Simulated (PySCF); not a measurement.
Compound: 1,1-diethylcyclopropane, C7H14.
Z-matrix (Å and degrees, PBE0-D3(BJ)/def2-SVP geometry), rows numbered from 1:
```
C 
C   1  1.5216
C   2  1.5177  1  114.03
C   3  1.5176  2  116.40  1    61.48
C   4  1.5216  3  114.02  2    61.65
C   3  1.5030  2  117.27  1  -152.78
C   3  1.5029  2  117.02  1   -84.39
H   1  1.1015  2  111.04  3    55.35
H   1  1.1005  2  111.30  3   175.44
H   1  1.1010  2  111.83  3   -64.61
H   2  1.1028  1  109.48  3  -121.51
H   2  1.1039  1  109.82  3   123.14
H   4  1.1039  3  109.37  2   -61.74
H   4  1.1028  3  108.32  2  -176.21
H   5  1.1010  4  111.82  3   -64.25
H   5  1.1015  4  111.04  3    55.70
H   5  1.1005  4  111.30  3   175.81
H   6  1.0938  3  118.28  7  -108.02
H   6  1.0940  3  118.03  7   107.92
H   7  1.0938  3  118.28  6  -108.01
H   7  1.0940  3  118.03  6   107.93
```

Level of theory: PBE0-D3(BJ)/def2-SVP geometry optimisation, gas phase (PySCF).

Take the most abundant isotopes and a rigid rotor. The values belong to one conformer with, in the numbering `[CH3:1][CH2:2][C:3]1([CH2:4][CH3:5])[CH2:6][CH2:7]1`, C1–C2–C3–C4 61°, C2–C3–C4–C5 62°.

(1) What are A, B and C (MHz)?

(2) What kind of rotor is it?

(3) What does the inertial defect say?

(4) Give the other two planar moments, Paa and Pbb, and the rms extents of the mass along the axes.

(5) Give the coordinates in the principal-axis frame, origin at the centre of mass.

(6) List the rotational levels J(Ka,Kc) to J = 3 (K).

(7) Which types of transition are allowed, and where do some lines up to J = 3 fall?

(8) Estimate the classical rotational partition function at 10 K, 50 K and 100 K.

Results:

(1) Ia = 188.47, Ib = 197.97, Ic = 308.55 u·Å²; 505379 MHz·u·Å²/I gives A = 2681, B = 2553, C = 1638 MHz.

(2) An asymmetric top; Ray's κ = 0.753.

(3) Not planar: Δ = Ic − Ia − Ib = -77.89 u·Å². For a rigid frame Δ = −2 Σ m c², so Σ m c² = 38.95 u·Å² lies off the ab plane: 16.43 from hydrogen and 22.51 from heavier atoms. The atom farthest from that plane is 1.56 Å away.

(4) Paa = Σ m a² = (Ib + Ic − Ia)/2 = 159.03 and Pbb = Σ m b² = (Ia + Ic − Ib)/2 = 149.52 u·Å². With the mass M = 98.11 u, the rms extents √(P/M) along a, b and c are 1.27, 1.23, 0.63 Å.

(5) The sense of each axis is arbitrary; atoms in the order of the calculation.
```csv
atom,mass (u),a (Å),b (Å),c (Å)
C1,12.000,-1.898,1.308,-0.250
C2,12.000,-1.093,0.421,0.688
C3,12.000,0.001,-0.374,0.000
C4,12.000,1.089,0.430,-0.688
C5,12.000,1.889,1.321,0.251
C6,12.000,0.411,-1.674,0.634
C7,12.000,-0.397,-1.677,-0.634
H8,1.008,-2.328,0.722,-1.078
H9,1.008,-2.728,1.801,0.279
H10,1.008,-1.278,2.102,-0.696
H11,1.008,-1.769,-0.287,1.195
H12,1.008,-0.650,1.033,1.493
H13,1.008,0.640,1.041,-1.492
H14,1.008,1.769,-0.272,-1.198
H15,1.008,1.262,2.105,0.704
H16,1.008,2.329,0.735,1.073
H17,1.008,2.710,1.826,-0.280
H18,1.008,-0.082,-1.975,1.562
H19,1.008,1.463,-1.966,0.573
H20,1.008,0.098,-1.975,-1.562
H21,1.008,-1.447,-1.978,-0.573
```

(6) Above 0(0,0), as E/k:
J = 1: 1(0,1) 0.201, 1(1,1) 0.207, 1(1,0) 0.251
J = 2: 2(0,2) 0.565, 2(1,2) 0.566, 2(1,1) 0.697, 2(2,1) 0.716, 2(2,0) 0.754
J = 3: 3(0,3) 1.084, 3(1,3) 1.084, 3(1,2) 1.316, 3(2,2) 1.319, 3(2,1) 1.442, 3(3,1) 1.479, 3(3,0) 1.510

(7) The dipole components are |μa| = 0.00 D, |μb| = 0.18 D, |μc| = 0.00 D; the symmetry axis of this C2 structure is b, so μa and μc vanish by symmetry and there are no a-type or c-type lines. Some lines, for components of 0.1 D or more:

```
type  branch         J(Ka,Kc)    MHz  lower level (cm⁻¹)
   b       Q  1(1,0) ← 1(0,1)   1044               0.140
   b       Q  2(2,0) ← 2(1,1)   1185               0.485
   b       Q  3(3,0) ← 3(2,1)   1420               1.002
   b       Q  3(2,1) ← 3(1,2)   2622               0.915
   b       Q  2(1,1) ← 2(0,2)   2757               0.393
   b       Q  2(2,1) ← 2(1,2)   3131               0.393
   b       Q  3(3,1) ← 3(2,2)   3331               0.917
   b       R  1(1,1) ← 0(0,0)   4319               0.000
   b       Q  3(1,2) ← 3(0,3)   4842               0.753
   b       Q  3(2,2) ← 3(1,3)   4904               0.753
   b       R  2(0,2) ← 1(1,1)   7454               0.144
   b       R  2(1,2) ← 1(0,1)   7595               0.140
   b       R  2(2,1) ← 1(1,0)   9682               0.175
   b       R  3(0,3) ← 2(1,2)  10798               0.393
   b       R  3(1,3) ← 2(0,2)  10812               0.393
   b       R  2(2,0) ← 1(1,1)  11396               0.144
   b       R  3(1,2) ← 2(2,1)  12510               0.498
   b       R  3(2,2) ← 2(1,1)  12958               0.485
   b       R  3(3,1) ← 2(2,0)  15105               0.524
   b       R  3(3,0) ← 2(2,1)  16551               0.498
   b       R  3(2,1) ← 2(1,2)  18263               0.393
```

(8) Point group C2, symmetry number σ = 2; q = (√π/σ)·√((kT/h)³/(ABC)), k/h = 20836.6 MHz/K: 796 at 10 K, 8900 at 50 K, 25200 at 100 K.

No PBE0-D3(BJ)/def2-SVP frequencies stand behind this structure, so it isn't proved a minimum. Zero-point vibration and centrifugal distortion are left out. A rigid rotor knows nothing of internal rotation, which can split or shift real lines.
